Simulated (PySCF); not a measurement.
## Radial density of Xe²⁺ (xenon, charge +2)

UHF, [Kr] 4d10 5s1 5p4 6s1, high-spin 5P determinant (an excited configuration). Calculation: PySCF 2.14, in aug-cc-pVTZ-DK3 (8s7p5d2f, 68 functions); the spin-free X2C one-electron Hamiltonian (Gaussian nucleus).

```json
{"r (bohr)": "0.0249", "4πr²ρ (e/bohr)": "66.57", "4πr²(ρα − ρβ)": "0.0259"}
{"r (bohr)": "0.0419", "4πr²ρ (e/bohr)": "62.58", "4πr²(ρα − ρβ)": "0.0597"}
{"r (bohr)": "0.0705", "4πr²ρ (e/bohr)": "88.14", "4πr²(ρα − ρβ)": "0.1013"}
{"r (bohr)": "0.119", "4πr²ρ (e/bohr)": "75.26", "4πr²(ρα − ρβ)": "-0.0167"}
{"r (bohr)": "0.199", "4πr²ρ (e/bohr)": "72.59", "4πr²(ρα − ρβ)": "0.1905"}
{"r (bohr)": "0.335", "4πr²ρ (e/bohr)": "52.05", "4πr²(ρα − ρβ)": "0.0071"}
{"r (bohr)": "0.564", "4πr²ρ (e/bohr)": "27.16", "4πr²(ρα − ρβ)": "0.5184"}
{"r (bohr)": "0.949", "4πr²ρ (e/bohr)": "19.08", "4πr²(ρα − ρβ)": "0.0351"}
{"r (bohr)": "1.60", "4πr²ρ (e/bohr)": "4.928", "4πr²(ρα − ρβ)": "2.2102"}
{"r (bohr)": "2.69", "4πr²ρ (e/bohr)": "1.509", "4πr²(ρα − ρβ)": "0.8739"}
{"r (bohr)": "4.52", "4πr²ρ (e/bohr)": "0.3138", "4πr²(ρα − ρβ)": "0.2920"}
{"r (bohr)": "7.60", "4πr²ρ (e/bohr)": "0.01640", "4πr²(ρα − ρβ)": "0.0164"}
```

Densities and radii are taken from the X2C orbitals without a picture-change correction, which distorts them close to the nucleus.

The outer electron is Rydberg-like, and this basis confines it to a smaller radius and binds it less than a complete one would.

**Question.** Where is the radial spin density 4πr²(ρα − ρβ) most negative, and why is it negative at all?

**Answer.** Around r = 0.119 bohr, down to -0.0167 e/bohr: exchange with the open shell polarises the paired shells in an unrestricted calculation.
